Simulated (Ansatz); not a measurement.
Isomers of Ag₉⁺ (singlet), relaxed with r2SCAN-D4/def2-SVP; total energies from Ansatz at CAM-B3LYP-D4/def2-TZVP.

```tsv
isomer	description	energy (Eh)
A	point group C2v; 22 × Ag–Ag 2.67 to 2.94 Å	-1322.71465
B	point group C2v; 23 × Ag–Ag 2.68 to 3.00 Å	-1322.70532
C	point group Cs; 22 × Ag–Ag 2.68 to 3.04 Å	-1322.70571
```

In the def2 sets Ag takes a core potential; there is no spin–orbit coupling.

The isomers come from a short search, and lower ones may exist.

**Question.** Work out the relative energies (1 Eh = 2625.5 kJ/mol) and the Boltzmann populations at 800 K from electronic energies alone (R = 8.314 J/mol/K).

**Answer.** ΔE: A 0.0, B 24.5, C 23.5 kJ/mol. RT = 6.65 kJ/mol. Factors exp(−ΔE/RT): A 1, B 0.0251, C 0.0292; sum 1.054. Populations: A 94.8 %, B 2.4 %, C 2.8 %. Zero-point energy, vibrational entropy and symmetry numbers are left out and can shift these; an error of 4 kJ/mol changes a ratio by a factor of 1.8. Over the other density-functional and correlated levels in def2 sets, the gap between A and C ranges from 20 to 22 kJ/mol.
